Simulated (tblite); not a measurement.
A geometry optimisation, step by step.

Species: C6H11GaO.
SMILES with atom numbers: `[CH2:1]=[C:2]([GaH:3][O:4][CH3:5])[CH:6]1[CH2:7][CH2:8]1` (hydrogens: H9, H10 on C1; H11 on Ga3; H12, H13, H14 on C5; H15 on C6; H16, H17 on C7; H18, H19 on C8)

Computed with GFN2-xTB (tblite), gas phase: L-BFGS steps from a force-field or distance-geometry start until the largest atomic force falls under 0.01 eV/Å. 4 of its 159 geometries are shown.

Step 0: E = -642.9825 eV, largest atomic force 1.843 eV/Å
```
atom  x, y, z in Å  |  force x, y, z in eV/Å
C1     -0.067   -1.406   -0.415    0.277  -0.169  -0.106
C2     -0.491   -0.221   -0.003    1.122   0.692  -0.018
Ga3     1.262    1.003    0.211    0.081   0.145  -1.316
O4      2.826    0.854   -1.001   -1.508  -0.026   1.060
C5      4.055    0.580   -0.396    0.660  -0.292  -0.028
C6     -1.869    0.186    0.287   -0.207  -0.080   1.253
C7     -2.893    0.384   -0.795   -1.129  -0.128   1.015
C8     -2.896   -0.881    0.062   -1.285  -0.192  -0.550
H9      1.005   -1.534   -0.573   -0.192  -0.225  -0.103
H10    -0.695   -2.261   -0.614    0.054  -0.054  -0.030
H11     1.284    2.476    0.817    0.021   0.026   0.239
H12     4.842    1.186   -0.882   -0.204  -0.387  -0.064
H13     4.274   -0.510   -0.476    0.172   0.535  -0.063
H14     4.089    0.844    0.668   -0.034   0.026   0.175
H15    -1.983    0.750    1.251    0.139  -0.265  -1.016
H16    -2.579    0.343   -1.826   -0.046  -0.063   0.081
H17    -3.795    1.005   -0.584    1.182  -0.081  -0.361
H18    -3.737   -0.994    0.801    1.030   0.053  -0.912
H19    -2.642   -1.795   -0.495   -0.134   0.486   0.744
```

Step 53: E = -644.0166 eV, largest atomic force 0.053 eV/Å
```
atom  x, y, z in Å  |  force x, y, z in eV/Å
C1     -0.038   -1.534   -0.608    0.012  -0.020   0.012
C2     -0.380   -0.375   -0.062   -0.018  -0.011  -0.027
Ga3     1.026    1.065    0.242    0.047   0.006  -0.003
O4      2.707    0.912   -0.024   -0.001  -0.009  -0.021
C5      4.056    0.610   -0.304   -0.029   0.004   0.012
C6     -1.741    0.065    0.299   -0.014   0.051   0.002
C7     -2.739    0.366   -0.794   -0.032   0.004   0.005
C8     -2.959   -0.796    0.118    0.018  -0.014   0.027
H9      0.998   -1.730   -0.856    0.004  -0.028  -0.013
H10    -0.737   -2.333   -0.816    0.025   0.014  -0.013
H11     0.681    2.514    0.737   -0.025  -0.012   0.033
H12     4.397    1.207   -1.154    0.008  -0.021   0.032
H13     4.176   -0.451   -0.543    0.000   0.035   0.006
H14     4.669    0.847    0.570    0.013  -0.004  -0.036
H15    -1.757    0.755    1.141    0.022   0.034   0.019
H16    -2.434    0.171   -1.811   -0.008  -0.035  -0.005
H17    -3.371    1.234   -0.685    0.004   0.033  -0.008
H18    -3.732   -0.726    0.868   -0.025  -0.004  -0.027
H19    -2.830   -1.789   -0.280   -0.002  -0.023   0.005
```

Step 105: E = -644.0562 eV, largest atomic force 0.024 eV/Å
```
atom  x, y, z in Å  |  force x, y, z in eV/Å
C1     -0.119   -1.513   -0.775   -0.004  -0.006  -0.014
C2     -0.385   -0.372   -0.152    0.004   0.000  -0.015
Ga3     1.093    0.882    0.470   -0.002   0.003  -0.001
O4      2.755    0.808    0.098   -0.013   0.013  -0.004
C5      4.104    0.681   -0.293    0.001  -0.012   0.004
C6     -1.716    0.186    0.144    0.004   0.006   0.002
C7     -2.793    0.196   -0.915    0.000  -0.001   0.014
C8     -2.942   -0.678    0.284    0.019  -0.003   0.014
H9      0.906   -1.816   -0.953   -0.007   0.007  -0.001
H10    -0.882   -2.193   -1.131    0.002   0.004  -0.009
H11     0.714    2.148    1.329   -0.001   0.011  -0.005
H12     4.299    1.314   -1.163   -0.005  -0.010   0.004
H13     4.332   -0.355   -0.552    0.005  -0.004   0.001
H14     4.758    0.995    0.524   -0.008  -0.002   0.011
H15    -1.669    1.069    0.788   -0.002  -0.003  -0.010
H16    -2.559   -0.270   -1.861    0.002   0.008   0.002
H17    -3.417    1.073   -1.000    0.005  -0.004  -0.006
H18    -3.667   -0.404    1.035   -0.004  -0.008   0.001
H19    -2.822   -1.743    0.162    0.004  -0.001   0.012
```

Step 158: E = -644.0702 eV, largest atomic force 0.009 eV/Å
```
atom  x, y, z in Å  |  force x, y, z in eV/Å
C1     -0.124   -1.345   -1.029   -0.006   0.000  -0.004
C2     -0.393   -0.245   -0.337    0.002  -0.002   0.002
Ga3     1.079    0.994    0.322    0.002   0.002   0.000
O4      2.760    0.820    0.096   -0.003   0.000  -0.001
C5      4.128    0.577   -0.142    0.005  -0.002   0.002
C6     -1.723    0.247    0.060    0.001   0.004  -0.006
C7     -2.922    0.067   -0.836   -0.002  -0.003   0.004
C8     -2.829   -0.706    0.436    0.001  -0.002  -0.002
H9      0.899   -1.609   -1.265   -0.007   0.005   0.004
H10    -0.885   -2.024   -1.391    0.003  -0.002   0.000
H11     0.697    2.283    1.145   -0.001  -0.002   0.000
H12     4.448    1.107   -1.043   -0.002   0.002   0.000
H13     4.310   -0.492   -0.278   -0.001  -0.004   0.002
H14     4.719    0.930    0.707    0.000   0.004  -0.002
H15    -1.677    1.183    0.624    0.000  -0.001   0.002
H16    -2.771   -0.456   -1.768    0.002  -0.001   0.000
H17    -3.636    0.875   -0.900    0.004   0.002   0.001
H18    -3.476   -0.435    1.256   -0.001   0.003   0.002
H19    -2.613   -1.762    0.382    0.002  -0.002  -0.003
```

**Question.** Summarise the path.

**Answer.** The energy falls by 104.95 kJ/mol from step 0 to step 158; nine tenths of that is first reached at step 27. It falls at every step. The largest force goes from 1.843 to 0.009 eV/Å. Among the bonds Ga3–O4 changes most, from 1.984 to 1.704 Å; the atoms move by 0.621 Å rms after alignment.

What follows is the cost of the whole relaxation. The run took 2.0 s on one thread of an Arm Neoverse N1 (shared host).
